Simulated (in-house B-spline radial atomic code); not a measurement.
Si²⁺: [Ne] 3s2

Computed with an all-electron radial atomic-structure program (B-spline basis): non-relativistic LDA VWN5, spin-polarised, spherical fractional occupations, point nucleus.

Screening seen three ways: the hydrogenic charge with the same mean radius, Z_r = [3n² - l(l+1)]/(2<r>), the one with the same energy, Z_e = n√(-2ε), and Slater's rules. Values are occupation-weighted means over spin.

```tsv
shell	electrons	ε (eV)	<r> (bohr)	Z_r	Z_e	Slater
1s	2	-1795.7	0.112	13.39	11.49	13.70
2s	2	-159.43	0.5716	10.50	6.85	9.85
2p	6	-117.03	0.5375	9.30	5.87	9.85
3s	2	-28.601	1.95	6.92	4.35	4.85
```

The least bound orbital is 3s at -28.6 eV, and it is also the most diffuse (<r> = 1.95 bohr).
